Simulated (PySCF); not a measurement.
Mn: ionisation energy

Mn [Ar] 3d5 4s2 (6S) → Mn⁺ [Ar] 3d5 4s1 (7S), as a difference of total energies. All numbers are calculated (PySCF 2.14, scalar relativity by spin-free X2C-1e, in cc-pVTZ-DK (7s6p4d2f1g, 68 functions)). Correlated levels: valence: [Ar] frozen. The calculations carry no spin-orbit coupling.

| method | ionisation energy (eV) |
| --- | --- |
| UHF | 6.022 |
| LDA | 7.577 |
| B3LYP | 7.578 |
| MP2 (valence) | 6.963 |
| SCS-MP2 (valence) | 7.172 |

Problem. How much does correlation contribute at MP2 (valence)?

Solution. 6.963 − (6.022) = 0.941 eV, measured against UHF.

Errors of the correlated levels include the incompleteness of this basis and the frozen core.

MP2 underrates the near-degeneracy of ns² with np² in the lower species.

For comparison: 7.434 eV (measured; NIST Atomic Spectra Database, ionization energies).
